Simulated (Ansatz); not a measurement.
C3H2F4, SMILES `F/C=C(/F)C(F)F`, relaxed with RKS PBE0-D4/def2-TZVP in Ansatz from a PBE-D4/def2-SVP geometry. The force threshold is 0.005 eV/Å; the program also tests the step.

Total charge 0; spin multiplicity 1.

Start:

```xyz
9

F    -0.493    0.854    1.858
C     0.262    1.157    0.792
C     0.343    0.332   -0.268
F     1.109    0.669   -1.317
C    -0.373   -0.981   -0.391
F    -1.188   -0.970   -1.489
F     0.529   -1.994   -0.559
H     0.797    2.118    0.859
H    -0.986   -1.185    0.516
```

```tsv
step	energy (eV)	largest force (eV/Å)	largest move (Å)
1	-14001.8243	0.705	0.000
2	-14001.8681	0.204	0.022
3	-14001.8719	0.030	0.008
4	-14001.8720	0.012	0.002
5	-14001.8720	0.005	0.002
6	-14001.8720	0.003	0.000
```

End:

```xyz
9

F    -0.485    0.855    1.842
C     0.263    1.150    0.781
C     0.336    0.332   -0.256
F     1.096    0.662   -1.299
C    -0.372   -0.972   -0.383
F    -1.175   -0.961   -1.475
F     0.524   -1.973   -0.557
H     0.790    2.093    0.847
H    -0.978   -1.187    0.500
```

It took 26 s on 4 threads of an Arm Neoverse V1 on a shared host, with 0.59 GiB of host memory at the peak.
